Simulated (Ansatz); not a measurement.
Two structures of BSiH$_{6}$Br, singlet, reached by relaxing down either side of one saddle point (PBE0-D4/def2-TZVP). Energies are electronic, without zero-point energy. Computed with Ansatz 0.2.0 (basis: def2-TZVPP and def2-QZVPP); correlated methods freeze the cores. Filled d shells of the heavier atoms are correlated. The def2 sets are not built for correlating such inner shells, so the correlated values are less sure here. Extrapolation: Hartree–Fock as exp(−7.88 √X), correlation as X^−2.97. First:

B1  (-0.782, -0.279, -0.704)
Si2  (1.145, -0.039, -0.185)
H3  (-1.230, 0.410, -1.579)
H4  (-1.278, -1.361, -0.564)
H5  (-1.037, 0.404, 2.096)
Br6  (-1.859, 0.826, 1.007)
H7  (1.374, -0.469, 1.233)
H8  (1.620, 1.374, -0.264)
H9  (2.047, -0.865, -1.039)
(Å)

Second:

B1  (-1.096, -0.197, -0.157)
Si2  (1.075, 0.096, 0.053)
H3  (-0.569, 0.254, -1.157)
H4  (-1.650, -1.226, -0.400)
H5  (-0.214, -0.708, 0.655)
Br6  (-2.079, 1.162, 0.886)
H7  (1.798, -0.239, 1.311)
H8  (1.104, 1.558, -0.132)
H9  (1.631, -0.700, -1.060)
(Å)

**Question.** Which bonds change from the first to the second?

**Answer.** BSiH₆Br ([SiH3][BH2][BrH]) → BSiH₆Br ([Br][BH2]1[H][SiH3]1); bonds formed: B1–H5, Si2–H5; dative contacts that become bonds: B1–Br6; bonds broken: H5–Br6; bonds weakened to dative contacts: B1–Si2.

**Question.** Give the saddle point's structure and its height above each. (An estimate is asked for; the value comes from the calculation.)

**Answer.** By the calculation: 7.47 kcal/mol above the first and 29.79 kcal/mol above the second (CCSD(T) at an estimated basis limit (MP2 extrapolated from triple and quadruple zeta, plus CCSD(T) − MP2 in triple zeta)).
```tsv
atom	x (Å)	y (Å)	z (Å)
B1	-0.7748	-0.2769	-0.6177
Si2	1.1644	-0.0212	-0.0503
H3	-1.2058	0.4722	-1.4392
H4	-1.2648	-1.3529	-0.4634
H5	-0.7793	0.4087	1.1094
Br6	-2.1817	0.7754	1.3272
H7	1.4842	-0.5217	1.3176
H8	1.6520	1.3797	-0.1494
H9	1.9059	-0.8632	-1.0341
```

T1 diagnostic: at most 0.011.

Labels in which every atom is bracketed show which atoms are joined, not bond orders.

For scale, one of the runs: CCSD(T)/def2-TZVPP, 205 basis functions, launched by `ansatz run in.yaml --threads 4 --pin off --events-out ev --progress --plain --max-ram 9574MiB`. Hardware: 4 CPU threads of an Arm Neoverse V1, shared host. Wall time 68 s; peak host memory 2.6 GiB.
